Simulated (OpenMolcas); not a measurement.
## neutral nitrogen: Slater's ratio, thermal populations, worked from levels

```json
{"Program": "OpenMolcas", "Basis": "ANO-RCC-VTZP [4s3p2d1f]", "Scalar Hamiltonian": "DKH2, point nucleus", "Active space": "5 electrons in 9 orbitals (RAS2 2s 2p; RAS3 3d, at most 2 electrons)", "State averaging": "2S+1 = 4 odd, 1 root; 2S+1 = 2 odd, 8 roots; 2S+1 = 4 even, 3 roots; 2S+1 = 2 even, 5 roots (0 in the spin-orbit step)", "Spin-orbit coupling": "RASSI with atomic mean-field integrals over the reference wave functions, term energies averaged over their components"}
```

Methods: RASSCF; SS-RASPT2, IPEA 0.25 Eh, imaginary shift 0.1 Eh (closed shells correlated: 1s). Measured levels: NIST Handbook of Basic Atomic Spectroscopic Data.

**Slater's ratio.** With one set of orbitals, p3 has 2D* - 4S* = 9 F2 and 2P* - 2D* = 6 F2 (F2 = F²/25), a ratio of 2/3. Term energies are centres of gravity, weighted by 2J + 1.

```json
{"Source": "RASSCF", "2D* - 4S*": "22547", "2P* - 4S*": "33472", "F2 from the first": "2505", "Ratio": "0.485"}
{"Source": "SS-RASPT2", "2D* - 4S*": "19881", "2P* - 4S*": "29820", "F2 from the first": "2209", "Ratio": "0.500"}
{"Source": "measured", "2D* - 4S*": "19228", "2P* - 4S*": "28839", "F2 from the first": "2136", "Ratio": "0.500"}
```

Energies in cm-1. A ratio away from 2/3 shows effects beyond one configuration with one set of orbitals, and in heavier atoms second-order spin-orbit shifts.

**Thermal populations.** Z = Σ (2J + 1) exp(-E/kT) with k = 0.695035 cm-1/K, over the levels below. No other level of either list lies under 83200 cm-1, which is above 7 kT at each temperature.

| Level | 2J + 1 | SS-RASPT2 | measured |
| --- | --- | --- | --- |
| 2s2 2p3 4S* 3/2 | 4 | 0.0 | 0.0 |
| 2s2 2p3 2D* 3/2 | 4 | 19880 | 19233 |
| 2s2 2p3 2D* 5/2 | 6 | 19880 | 19224 |
| 2s2 2p3 2P* 3/2 | 4 | 29820 | 28839 |
| 2s2 2p3 2P* 1/2 | 2 | 29820 | 28839 |

```
T (K)  Z, SS-RASPT2  Z, measured levels  Ground level (%), SS-RASPT2  Ground level (%), measured levels
 8000         4.308               4.348                         92.8                               92.0
12000         5.090               5.186                         78.6                               77.1
```

At 12000 K, kT = 8340 cm-1, and the computed levels give Z = 4.000 + 0.369 + 0.553 + 0.112 + 0.056 = 5.090.

Term energies are means over components that CASPT2 splits; among the terms shown or strongly mixed into the levels shown the widest spread is 11 cm-1 (2s2 2p3 2D*, SS-RASPT2). Active for correlation alone: 3d; no level in the range computed is led by a configuration that fills it, so any true level of that kind is missing. Without dynamic correlation excited terms often stand tens of per cent too high (terms of higher spin than the ground term too low), and those without a measured partner can miss by more than the paired ones (holds for RASSCF). Computed and measured levels are paired by configuration, term and J; levels that our copy of the source lacks, or whose pairing is in doubt (as where it misses far off the trend of its configuration), stay unpaired and out of the deviations. Levels of configurations outside the active space are missing.

* marks odd parity.
